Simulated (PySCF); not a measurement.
Radial density of Pb⁴⁵⁺ (lead, charge +45)

UHF, [Kr] 4d1, 2D determinant. Computed with PySCF 2.14 in an even-tempered Gaussian basis (18 s from 5.2 bohr⁻², ratio 2.5; 14 p from 6.7 bohr⁻², ratio 2.5; 8 d from 6.7 bohr⁻², ratio 2.5; 4 f from 27 bohr⁻², ratio 2.7; 3 g from 41 bohr⁻², ratio 2.7), with scalar relativity by spin-free X2C-1e.

```csv
r (bohr),4πr²ρ (e/bohr),4πr²(ρα − ρβ)
0.0149,108.6,0.0025
0.0251,106.9,0.0304
0.0422,150.8,0.2464
0.0710,125.8,1.0805
0.119,132.2,1.3105
0.201,83.03,0.1115
0.338,40.89,3.7550
0.568,6.312,0.6985
0.956,0.01725,0.0031
```

Densities and radii are taken from the X2C orbitals without a picture-change correction, which distorts them close to the nucleus.

Spin-orbit coupling, absent here, splits the open shell strongly.
